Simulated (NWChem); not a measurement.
# Correlation energy of MgO

SMILES: [O]=[Mg]
```xyz
2

Mg     0.0000     0.0000     0.6990
O      0.0000     0.0000    -1.0486
```
Charge 0, spin multiplicity 1.

Everything below was run with NWChem. Structure: optimised with PBE0/def2-SVP, a minimum by its harmonic frequencies.

Basis set: def2-SVP. Each correlation energy counts from its own Hartree-Fock reference.

| method | correlation energy (mHa) | remark | difference from CCSD(T) |
|---|---|---|---|
| SCS-MP2 | -261.3 | - | +12.6 |
| CCSD | -255.1 | - | +18.8 |
| CCSD+T(CCSD) | -282.5 | - | -8.7 |
| MP2 | -270.4 | - | +3.5 |
| CCSDT | -273.4 | large amplitudes | +0.5 |
| CR-CCSD[T] | -275.1 | large amplitudes | -1.2 |
| CR-CCSD(T) | -269.2 | large amplitudes | +4.7 |
| CCSD(T) | -273.9 | - | 0.0 |

The values span 27.5 mHa, from CCSD+T(CCSD) (lowest) to CCSD (highest). 

The correlated methods keep 6 core orbitals frozen. The structure started from a generated list of species. Coupled-cluster values serve here as a point of comparison, not as the truth.
